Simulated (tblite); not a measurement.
Species: C₇H₇NO₂.
Geometry (GFN2-xTB, Å), atoms numbered from 1 in this order:
```xyz
17
C7H7NO2 angstrom
C      3.3498   -0.4867   -0.1172
C      1.9989   -0.0403    0.3684
O      1.7946    0.6354    1.3377
O      1.0392   -0.5133   -0.4527
C     -0.2942   -0.2261   -0.2516
C     -0.7476    1.0331    0.1300
C     -2.1149    1.2063    0.2582
C     -2.9628    0.1409   -0.0048
C     -2.3964   -1.0633   -0.3897
N     -1.0934   -1.2451   -0.5079
H      4.0601   -0.4598    0.7035
H      3.2827   -1.4837   -0.5413
H      3.6820    0.1982   -0.8956
H     -0.0576    1.8372    0.3245
H     -2.5110    2.1655    0.5570
H     -4.0325    0.2434    0.0852
H     -3.0040   -1.9296   -0.6136
```

Calculated harmonic vibrations of the isolated species, GFN2-xTB (tblite), most abundant isotopes, no scaling. The method is semi-empirical: single wavenumbers can be off by several per cent or more. One conformer, not necessarily the lowest.

Harmonic wavenumbers (cm⁻¹): 32.3, 39.0, 77.6, 129.8, 231.8, 322.2, 371.7, 378.4, 479.9, 523.5, 571.1, 592.5, 661.1, 705.7, 770.6, 831.2, 882.3, 915.4, 932.9, 951.8, 995.3, 1005.7, 1014.7, 1093.0, 1124.7, 1162.9, 1169.7, 1221.2, 1247.7, 1292.3, 1365.0, 1407.5, 1431.9, 1438.0, 1441.5, 1573.2, 1580.8, 1788.6, 3022.6, 3057.3, 3065.9, 3070.0, 3083.2, 3104.0, 3120.8.

A = 3805, B = 847.1, C = 724.8 MHz; mass 137.048 u (most abundant isotopes); point group C1, symmetry number 1.

Problem. What is the zero-point energy?

Solution. ½Σν̃ = 27639 cm⁻¹ = 79.02 kcal/mol.

Problem. Entropy at 273.15 K, 1 bar (ideal gas, RRHO, classical rotation)?

Solution. Translation 40.25, rotation 29.05, vibration 25.47: S = 94.8 cal/(mol K).

Problem. And Cp and H(273.15 K) − H(0)?

Solution. Cp = 32.60 cal/(mol K), of which vibrations give 24.65 (their classical limit is 45 R = 89.4); H(273.15 K) − H(0) = 5.56 kcal/mol without the zero-point energy, 3.39 from vibrations.

Problem. Blend soft modes into free rotors: weight 1/[1 + (100 cm⁻¹/ν̃)⁴] for the oscillator and the rest for a rotor with moment μB/(μ + B), μ = h/(8π²ν), B = 10⁻⁴⁴ kg m². What vibrational entropy results?

Solution. 21.86 cal/(mol K) in place of 25.47, which changes −T·S at 273.15 K by +0.99 kcal/mol.

Problem. How do the functions run with temperature in this model?

Solution. 
```tsv
T (K)	S (cal/(mol K))	Cp (cal/(mol K))	H − H(0) (kcal/mol)	G − H(0) (kcal/mol)	ln q(vib)
150	79.1	21.1	2.27	-9.60	3.72
250	92.0	30.3	4.83	-18.17	6.05
298.15	97.7	35.1	6.40	-22.73	7.15
400	109.4	44.8	10.48	-33.29	9.48
600	130.6	59.4	21.01	-57.33	14.07
900	157.4	72.6	41.01	-100.67	20.65
```

q(vib) and H(0) count from the zero-point level.

Problem. What must be added to the electronic energy to get the Gibbs energy at 273.15 K and 1 bar?

Solution. ZPE + [H(273.15 K) − H(0)] − T·S = 79.02 + 5.56 − 25.89 = 58.69 kcal/mol.

Hindered rotation and anharmonicity are outside this model. Other conformers, if any are populated, would add a mixing term that is left out. The structure is chiral; the term R ln 2 for an equal mix with its mirror image is left out.

Hardware: x86-64 server, one thread (shared host). This covers the Hessian and the dipole derivatives.
